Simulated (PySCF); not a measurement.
Computed structure and properties of YbH3(H2O)

System: YbH3(H2O) (singlet in the valence; each metal's 4f electrons, 13 of them, lie in its core potential, out of spins and levels); start: displaced along the imaginary mode (C1). Method: PySCF 2.14.0, RKS PBE0, Yb lcecp-1-SVP with ECP59, H def2-SVP, O def2-SVP; non-relativistic Hamiltonian with scalar-relativistic core potentials where named; density fitting; no spin-orbit coupling.

Input of the relaxation:

```python
mol = gto.M(atom='''
Yb     0.11679    -0.12630     0.12917
H      1.14887     1.33534     1.02786
H     -0.98117    -1.31251     1.27859
H      0.78545    -0.84769    -1.62769
O     -1.18485     1.22216    -1.23858
H     -1.37289     2.19009    -1.13144
H     -0.93278     1.03634    -2.18378''',
    basis={'Yb': 'lcecp-1-SVP', 'H': 'def2-SVP', 'O': 'def2-SVP'},
    ecp={'Yb': 'lcecp-1-SVP'},
    charge=0, spin=0)
mf = dft.RKS(mol, xc='PBE0')
mf.grids.atom_grid = (50, 194)  # f atoms: unpruned, at least (60, 302)
mf = mf.density_fit()  # fitting sets: Yb AutoAux, H def2-universal-JKFIT, O def2-universal-JKFIT
mf.conv_tol = 1e-08; mf.max_cycle = 55
mf.kernel(dm0)  # dm0: converged density of the start geometry
# quasi-Newton relaxation in Cartesian coordinates to a largest gradient under 0.00045 Eh/bohr, steps kept in the point group
```

Run from Python with OMP_NUM_THREADS=2; the lines above give its settings. Where DIIS fails, smearing, a level shift and second-order steps follow.
It took 16 s on 2 threads of Arm Neoverse V2 (shared host), from the converged density of the start.

Course of the relaxation:

```json
{"step": "0", "energy above end (eV)": "0.0357", "largest force component within the symmetry (eV/Å)": "1.181"}
{"step": "1", "energy above end (eV)": "0.0022", "largest force component within the symmetry (eV/Å)": "0.191"}
{"step": "2", "energy above end (eV)": "0.0006", "largest force component within the symmetry (eV/Å)": "0.044"}
{"step": "3", "energy above end (eV)": "0.0002", "largest force component within the symmetry (eV/Å)": "0.023"}
{"step": "4", "energy above end (eV)": "0.0000", "largest force component within the symmetry (eV/Å)": "0.010"}
{"step": "5", "energy above end (eV)": "0.0000", "largest force component within the symmetry (eV/Å)": "0.005"}
```

Relaxed geometry (C1):

```xyz
7

Yb    0.1147   -0.1243    0.1323
H     1.1488    1.3223    1.0177
H    -0.9823   -1.3163    1.2753
H     0.7854   -0.8231   -1.6155
O    -1.1770    1.2260   -1.2358
H    -1.3575    2.1723   -1.1582
H    -0.9527    1.0406   -2.1617
```

| contact | Å |
| --- | --- |
| Yb1–H2 (H) | 1.986 |
| Yb1–H3 (H) | 1.983 |
| Yb1–H4 (H) | 1.998 |
| Yb1–O5 (H2O) | 2.316 |

On the finer grid (75, 302):

The HOMO is -6.42 eV and the LUMO is -0.60 eV. The dipole about the centre of mass is 5.33 D. The set of Mulliken populations of Yb1 outside the core potential is s 2.71, p 6.64, d 1.10, f 0.02. The D3(BJ) dispersion energy (not in the energies) is -0.075 eV.

```
atom  Mulliken (e)  Löwdin (e)  spin (e)
 Yb1          0.53        0.35      0.00
  H2         -0.24       -0.21      0.00
  H3         -0.24       -0.21      0.00
  H4         -0.25       -0.22      0.00
  O5         -0.29        0.02      0.00
  H6          0.24        0.14      0.00
  H7          0.25        0.14      0.00
```

The 4f levels lie in the core potential and are missing. Their spin isn't counted.

On the grid (50, 194), as all that follows. Harmonic modes: a minimum within the noise of the softest modes; lowest 19 cm⁻¹ (negative: unstable), highest 3910 cm⁻¹, zero-point energy 1.034 eV.

Taking off one H (charge -1, singlet; the rest: singlet) in vacuum, both parts rigid, costs 9.34 eV; the small basis without counterpoise inflates it. Most of it is the attraction of opposite charges; other ways to part are cheaper, and one spin state was tried for the rest.

Rigid scan of H along the line from its metal:

```json
{"distance to H2 (Å)": "1.69", "energy (eV)": "0.494"}
{"distance to H2 (Å)": "1.79", "energy (eV)": "0.196"}
{"distance to H2 (Å)": "1.89", "energy (eV)": "0.044"}
{"distance to H2 (Å)": "1.99", "energy (eV)": "0.000"}
{"distance to H2 (Å)": "2.09", "energy (eV)": "0.034"}
{"distance to H2 (Å)": "2.19", "energy (eV)": "0.125"}
{"distance to H2 (Å)": "2.39", "energy (eV)": "0.412"}
{"distance to H2 (Å)": "2.69", "energy (eV)": "0.957"}
{"distance to H2 (Å)": "3.09", "energy (eV)": "1.706"}
{"distance to H2 (Å)": "3.59", "energy (eV)": "2.535"}
```

Taking off one H2O (charge 0, singlet; the rest: singlet) in vacuum, both parts rigid, costs 1.47 eV; the small basis without counterpoise inflates it.

Rigid scan of H2O along the line from its metal:

distance to O5 (Å), energy (eV) and a bar:
```
     2.02      0.447 #############
     2.12      0.167 #####
     2.22      0.035 #
     2.32      0.000 
     2.42      0.025 #
     2.52      0.086 ##
     2.72      0.258 #######
     3.02      0.528 ###############
     3.42      0.816 #######################
     3.92      1.052 ##############################
```

One start shape was tried, so this needn't be the lowest isomer.

An lcecp potential fixes the number of 4f electrons, so in runs with it no electron can move into or out of that shell.
